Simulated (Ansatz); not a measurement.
Molecule: C4H12Ta (charge 0, doublet). The spin state was set by rule; other spins were not relaxed. 
Coordinates optimised at B3LYP-D3(BJ)/def2-TZVP (Ansatz, a quantum-chemistry and plane-wave program):
SMILES: [CH3][Ta]([CH3])([CH3])[CH3]
```xyz
17

Ta     0.0000     0.0000     0.0000
C      1.7479    -1.0085    -0.7871
C     -0.9439     1.6006    -1.1131
C      0.7079     0.9565     1.8099
C     -1.5119    -1.5485     0.0903
H      2.5688    -0.3001    -0.9485
H      2.1122    -1.7950    -0.1116
H      1.5281    -1.4746    -1.7548
H     -1.2811     1.2483    -2.0950
H     -0.2404     2.4228    -1.2887
H     -1.8164     2.0128    -0.5874
H      1.1455     0.2214     2.4955
H     -0.1166     1.4446     2.3426
H      1.4719     1.7191     1.6044
H     -1.7677    -1.9369    -0.9053
H     -2.4332    -1.1696     0.5480
H     -1.1711    -2.3929     0.7008
```
Charge 0, spin multiplicity 2.

Total electronic energies in hartree. Cores are frozen in the correlated levels unless marked. UHF or UKS for open shells. Spin-orbit coupling is left out. The frozen core is the preceding noble-gas configuration, with the filled d and f shells of earlier blocks. In def2 rows, elements after Kr have scalar-relativistic effective core potentials. CBS(X,Y): correlation extrapolated as X^-3; Hartree-Fock from the larger set. The bracket is a focal-point correction in the basis named.

```
level                                                              program  energy (Eh)
----------------------------------------------------------  --------------  -----------
PBE-D4/def2-TZVPD                                           Ansatz + dftd4   -216.48382
B3LYP-D3(BJ)/def2-TZVPD                                     Ansatz + dftd3   -216.74129
PBE0-D3(BJ)/def2-TZVPD                                      Ansatz + dftd3   -216.47493
PBE0-D4/def2-TZVPD                                          Ansatz + dftd4   -216.47271
BHLYP-D4/def2-TZVPD                                         Ansatz + dftd4   -216.46250
CAM-B3LYP/def2-TZVPD                                                Ansatz   -216.52772
RI-MP2/def2-TZVPP                                                   Ansatz   -215.75830
CCSD/def2-TZVPP                                                     Ansatz   -215.81899
RI-MP2/CBS(def2-TZVPP,def2-QZVPP)+[CCSD(T)-MP2]/def2-TZVPP          Ansatz    -215.9582
```

Totals of different functionals don't rank their quality; only differences between species are comparable.
